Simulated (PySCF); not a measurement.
# Correlation energy of C⁻ (carbon, charge -1)

[He] 2s2 2p3, high-spin 4S determinant. Computed with PySCF 2.14 in aug-cc-pVQZ-DK (6s5p4d3f2g, 80 functions), with the spin-free X2C one-electron Hamiltonian (Gaussian nucleus). Frozen: 1s2; 5 electrons correlated.

```csv
level,correlation energy (mhartree)
CCSD,-117.20
(T),-5.19
CCSD(T),-122.39
```

Diagnostics: T1 = 0.020, D1 = 0.0352, largest double amplitude 0.035.

Cost of the coupled-cluster step: roughly 18 core-seconds, for 5 correlated electrons.

Iterations:

```
CC2 = 0
CCSD nocc = (np.int64(4), np.int64(1)), nmo = (79, 79)
frozen orbitals [[0], [0]]
max_cycle = 100
direct = 0
conv_tol = 1e-08
conv_tol_normt = 1e-06
diis_space = 8
diis_start_cycle = 0
Init t2, MP2 energy = -0.103228696589134
Init E_corr(UCCSD) = -0.103228696628618
cycle = 1  E_corr(UCCSD) = -0.113004122431905  dE = -0.0097754258  norm(t1,t2) = 0.044363
cycle = 2  E_corr(UCCSD) = -0.11560278411381  dE = -0.00259866168  norm(t1,t2) = 0.0191487
cycle = 3  E_corr(UCCSD) = -0.117167013010991  dE = -0.0015642289  norm(t1,t2) = 0.0121274
cycle = 4  E_corr(UCCSD) = -0.117304190288652  dE = -0.000137177278  norm(t1,t2) = 0.00395701
cycle = 5  E_corr(UCCSD) = -0.117189711103631  dE = 0.000114479185  norm(t1,t2) = 0.00178237
cycle = 6  E_corr(UCCSD) = -0.117196244417044  dE = -6.53331341e-06  norm(t1,t2) = 0.00033484
cycle = 7  E_corr(UCCSD) = -0.117199757452383  dE = -3.51303534e-06  norm(t1,t2) = 0.000115577
cycle = 8  E_corr(UCCSD) = -0.117199108317948  dE = 6.49134435e-07  norm(t1,t2) = 5.72369e-05
cycle = 9  E_corr(UCCSD) = -0.117199527083777  dE = -4.18765828e-07  norm(t1,t2) = 2.0044e-05
cycle = 10  E_corr(UCCSD) = -0.117199734410689  dE = -2.07326912e-07  norm(t1,t2) = 5.29869e-06
cycle = 11  E_corr(UCCSD) = -0.117199753930635  dE = -1.95199465e-08  norm(t1,t2) = 1.79239e-06
cycle = 12  E_corr(UCCSD) = -0.117199755364534  dE = -1.43389813e-09  norm(t1,t2) = 4.71425e-07
UCCSD converged
E(UCCSD) = -37.84199388985029  E_corr = -0.1171997553645335
UCCSD(T) correction = -0.00519297631245423
```
